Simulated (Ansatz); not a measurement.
The first iterations of a band of AlF2GeH5O (10 atoms, charge 0, multiplicity 1).

The calculation used RKS BHLYP/def2-SVP in Ansatz.

```
movable images  : 5
climbing image  : yes
spring          : 5.0 eV/Å²
optimiser       : quadratic models (default)
start path      : through a guess of the saddle point
force threshold : 0.05 eV/Å
iteration limit : 60
end points      : relaxed
```

First end point:

```xyz
10
Properties=species:S:1:pos:R:3
Ge -0.149 0.202 0.266
F 0.456 0.684 1.833
H 0.770 -0.920 -0.150
H -0.331 1.505 -0.472
F -1.490 -0.620 -1.340
O -1.730 -0.418 1.005
Al -2.856 -1.112 -0.362
H -2.965 -2.671 -0.191
H -4.105 -0.170 -0.525
H -1.800 -0.325 1.956
```

Last end point:

```xyz
10
Properties=species:S:1:pos:R:3
Ge -0.423 0.035 -0.052
F -0.025 0.517 2.217
H 0.786 -0.873 -0.112
H -0.287 1.495 -0.427
F -1.491 -0.635 -1.468
O -1.782 -0.453 0.927
Al -2.931 -1.136 -0.292
H -3.007 -2.707 -0.314
H -4.149 -0.206 -0.644
H -0.891 0.121 2.183
```

| iteration | highest image above the first end (eV) | largest band force component (eV/Å) |
| --- | --- | --- |
| 1 | 4.617 | 7.194 |
| 2 | 3.044 | 2.681 |
| 3 | 2.613 | 2.575 |
| 4 | 2.544 | 1.625 |
| 5 | 2.416 | 1.025 |
| 6 | 2.262 | 2.658 |
| 7 | 1.984 | 0.743 |
| 8 | 1.900 | 5.319 |
| 9 | 1.586 | 0.752 |

Does the band converge within its limit, and where does its top end?

The forces met the threshold. It ended after 29 iterations with the highest image 1.254 eV above the first end. A vibrational analysis at the climbing image gives one clearly imaginary mode, 829i cm⁻¹: a first-order saddle point. The orbitals stay closed-shell, which can raise the energy where a bond breaks towards radicals; this wasn't checked here.

Time of the run: 4.7 min on 4 threads of Arm Neoverse V2, with other jobs on the host, peak memory 0.3 GiB.
